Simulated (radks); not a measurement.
Ar5+, 13 electrons, occupied as [Ne] 3s2 3p(1/2: 1, 3/2: 0). Calculated with a radial shooting solver on a logarithmic mesh with Libxc functionals: Dirac Kohn-Sham, BLYP, spin-unpolarised, spherical densities, finite nucleus; Fermi nuclear charge, rms radius 3.4274 fm.

Unscreened Slater integrals over Kohn-Sham orbitals (hartree). Large and small components are both included. Empty in this configuration: 3p3/2.

integral            value
F0(3p1/2,3p1/2)   0.70324
F0(3p1/2,3s1/2)   0.71955
G1(3p1/2,3s1/2)   0.48210
F0(3p1/2,2p3/2)   0.94610
G2(3p1/2,2p3/2)  0.081408
F0(3p1/2,2p1/2)   0.94692
G0(3p1/2,2p1/2)  0.079944
F0(3p1/2,3p3/2)   0.70196
G2(3p1/2,3p3/2)   0.35824
F0(3s1/2,3s1/2)   0.73758
F0(3s1/2,2p3/2)   0.97331
G1(3s1/2,2p3/2)  0.084650
F0(3s1/2,2p1/2)   0.97405
G1(3s1/2,2p1/2)  0.084662
F0(3s1/2,3p3/2)   0.71818
G1(3s1/2,3p3/2)   0.48117
F0(2p3/2,2p3/2)    2.4446
F2(2p3/2,2p3/2)    1.1387
F0(2p3/2,2p1/2)    2.4525
G2(2p3/2,2p1/2)    1.1391
F0(2p3/2,3p3/2)   0.94306
F2(2p3/2,3p3/2)   0.19228
G0(2p3/2,3p3/2)  0.079514
G2(2p3/2,3p3/2)  0.081501
F0(2p1/2,2p1/2)    2.4605
F0(2p1/2,3p3/2)   0.94388
G2(2p1/2,3p3/2)  0.081377
F0(3p3/2,3p3/2)   0.70068
F2(3p3/2,3p3/2)   0.35771
